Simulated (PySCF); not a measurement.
Isomers of C6H7F. Level of theory: PySCF, TDDFT CAM-B3LYP/def2-SVPD, vertical, gas phase, core orbitals frozen in the response. Geometries: GFN2-xTB; one conformer of each isolated species. Triplets are in the Tamm–Dancoff approximation.

Problem. Rank by computed lowest singlet excitation energy, highest first.
A. `C=C[C@H](F)C#CC`
B. `CC#C/C=C/CF`
C. `C=CCC1=C(F)C1`
D. `C=C[C@@H]1C=C[C@H]1F`

Solution. D (6.60 eV), C (6.27 eV), A (6.08 eV), B (5.39 eV).

```tsv
SMILES	S1 (eV)	α (au)	f (S1)	HOMO (eV)	LUMO (eV)	S1 mainly
C=C[C@@H]1C=C[C@H]1F	6.60	69.1	0.080	-8.97	0.62	H→L (85%)
C=CCC1=C(F)C1	6.27	70.5	0.036	-8.30	1.00	H→L (48%)
C=C[C@H](F)C#CC	6.08	73.2	0.009	-8.87	0.77	H→L (28%)
CC#C/C=C/CF	5.39	78.4	0.000	-7.90	0.46	H-1→L (95%)
```

H and L stand for HOMO and LUMO.

- `C=C[C@@H]1C=C[C@H]1F`: Löwdin shares by element: HOMO carbon 78% or more (atoms not listed hold the other 22%); LUMO carbon 68% or more (atoms not listed hold the other 32%).
- `C=CCC1=C(F)C1`: Löwdin shares by element: HOMO carbon 67% or more, fluorine 9% (atoms not listed hold the other 24%); LUMO carbon 65% or more (atoms not listed hold the other 35%).
- `C=C[C@H](F)C#CC`: Löwdin shares by element: HOMO carbon 83% or more (atoms not listed hold the other 17%); LUMO carbon 69% or more (atoms not listed hold the other 31%).
- `CC#C/C=C/CF`: Löwdin shares by element: HOMO carbon 82% or more (atoms not listed hold the other 18%); LUMO carbon 76% or more (atoms not listed hold the other 24%).
